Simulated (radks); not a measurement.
Au2+, configuration [Xe] 4f14 5d6.5 6p2.5 (fractional occupations, a model configuration). Calculated with a radial shooting solver on a logarithmic mesh with Libxc functionals: Dirac Kohn-Sham, LDA (Slater exchange, Perdew-Wang correlation), spin-unpolarised, spherical densities, finite nucleus; open shells are shared between the two j in proportion to 2j + 1; Fermi nuclear charge, rms radius 5.4371 fm.

Spin-orbit splittings of the eigenvalues, e(l+1/2) - e(l-1/2), with zeta = 2 splitting/(2l+1) and mean radii in bohr:

shell  occ.  splitting (eV)  zeta (eV)  <r> j=l-1/2  <r> j=l+1/2
2p        6            1833       1222      0.05800      0.06655
3p        6           404.5      269.7       0.1737       0.1894
3d       10           87.03      34.81       0.1649       0.1696
4p        6           97.27      64.84       0.4095       0.4438
4d       10           18.12      7.249       0.4521       0.4633
4f       14           3.823      1.092       0.4944       0.5013
5p        6           17.25      11.50       0.9891        1.080
5d      6.5           1.996     0.7983        1.374        1.416
6p      2.5           2.193      1.462        2.625        2.854
